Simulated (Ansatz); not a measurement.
Isomers of CH3NO, B3LYP-D3(BJ)/def2-TZVP minima from an xTB search, which can miss the lowest.
Isomer 1, SMILES NC=O (charge 0, multiplicity 1):
```xyz
6

N     -0.693    -0.031    -0.009
C      0.661     0.034     0.008
O      1.308     1.044    -0.145
H     -1.227     0.810    -0.159
H     -1.176    -0.902     0.125
H      1.127    -0.954     0.181
```
Isomer 2, SMILES [H]/N=C/O (charge 0, multiplicity 1):
```tsv
atom	x (Å)	y (Å)	z (Å)
H	1.6742	-0.5853	0.3395
N	0.6862	-0.7601	0.1845
C	0.0490	0.3076	-0.0182
O	-1.2758	0.3183	-0.2472
H	0.4440	1.3237	-0.0386
H	-1.5775	-0.6042	-0.2188
```

Correlated levels freeze the cores.

The values were computed with Ansatz (Gaussian basis) for Hartree–Fock, density functionals and correlated methods. Values without a source in brackets are computed.

The energy of isomer 2 above isomer 1 is E(isomer 2) − E(isomer 1). Total energies (hartree):

| level | isomer 2 | isomer 1 |
|---|---|---|
| HF/cc-pVTZ | -168.9817479 | -169.0015481 |
| CCSD(T)/cc-pVTZ | -169.6251156 | -169.6415923 |
| HF/cc-pVQZ | -168.9950653 | -169.0149208 |
| CCSD(T)/cc-pVQZ | -169.6787538 | -169.6955280 |

Q: Work out the energy of isomer 2 above isomer 1 at the basis-set limit: extrapolate the CCSD(T) correlation part as X⁻³, take Hartree–Fock from the larger set.

A: 
1. Differences (1 hartree = 627.509 kcal/mol): HF/cc-pVTZ 12.425; CCSD(T)/cc-pVTZ 10.339; HF/cc-pVQZ 12.460; CCSD(T)/cc-pVQZ 10.526.
2. Correlation parts, CCSD(T) less HF: -2.086 in cc-pVTZ (X = 3), -1.934 in cc-pVQZ (X = 4).
3. Limit (4³·(-1.934) − 3³·(-2.086))/(4³ − 3³) = -1.823; with HF/cc-pVQZ it gives 10.637.
Result: 10.64 kcal/mol, against 10.34 at CCSD(T)/cc-pVTZ. It is an estimate of this method's limit, not of the exact value.

Ansatz is a quantum-chemistry and plane-wave program.
